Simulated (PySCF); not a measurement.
Input file for PySCF: D3(BJ) and D4 dispersion corrections on BH3O2Se (SMILES OB(O)[SeH]), a point of a torsion scan.

```python
from pyscf import gto
from pyscf.dispersion import dftd3, dftd4

mol = gto.M(
    atom='''
    O    -0.84202200   -1.06341055   -0.36222650
    B    -0.01360883   -0.12679569    0.13416487
    O    -0.24274226    1.18617235    0.28462432
    Se    1.72936149   -0.75286948    0.70311641
    H    -1.71759269   -0.81659542   -0.66085982
    H    -1.08183286    1.56549838    0.02452094
    H     1.50982421   -2.12983833    0.36490888
    ''',
    basis='def2-svp',
    charge=0, spin=0, verbose=0, max_memory=1800)
d3, d4 = {}, {}
for xc in ['hf', 'pbe', 'blyp', 'revpbe', 'tpss', 'r2scan', 'b3lyp', 'pbe0', 'bhlyp', 'camb3lyp', 'b2plyp']:
    d3[xc] = float(dftd3.DFTD3Dispersion(mol, xc=xc, version='d3bj', atm=False).get_dispersion()['energy'])
    print(f'D3(BJ) {xc:10s} {d3[xc]:14.8f} Eh')
for xc in ['hf', 'pbe', 'blyp', 'revpbe', 'tpss', 'r2scan', 'b3lyp', 'pbe0', 'bhlyp', 'camb3lyp', 'b2plyp']:
    d4[xc] = float(dftd4.DFTD4Dispersion(mol, xc={'camb3lyp': 'cam-b3lyp'}.get(xc, xc), atm=True).get_dispersion()['energy'])
    print(f'D4     {xc:10s} {d4[xc]:14.8f} Eh')
```

Program output:

```
D3(BJ) hf            -0.03781346 Eh
D3(BJ) pbe           -0.00448588 Eh
D3(BJ) blyp          -0.00994042 Eh
D3(BJ) revpbe        -0.01128774 Eh
D3(BJ) tpss          -0.00574264 Eh
D3(BJ) r2scan        -0.00120784 Eh
D3(BJ) b3lyp         -0.00816802 Eh
D3(BJ) pbe0          -0.00394299 Eh
D3(BJ) bhlyp         -0.00662971 Eh
D3(BJ) camb3lyp      -0.00368125 Eh
D3(BJ) b2plyp        -0.00391227 Eh
D4     hf            -0.01759730 Eh
D4     pbe           -0.00476315 Eh
D4     blyp          -0.01072071 Eh
D4     revpbe        -0.01497036 Eh
D4     tpss          -0.00645620 Eh
D4     r2scan        -0.00108197 Eh
D4     b3lyp         -0.00778877 Eh
D4     pbe0          -0.00397817 Eh
D4     bhlyp         -0.00597142 Eh
D4     camb3lyp      -0.00402841 Eh
D4     b2plyp        -0.00329847 Eh
```

The run finished.

Cost: very roughly 0.020 core-seconds.
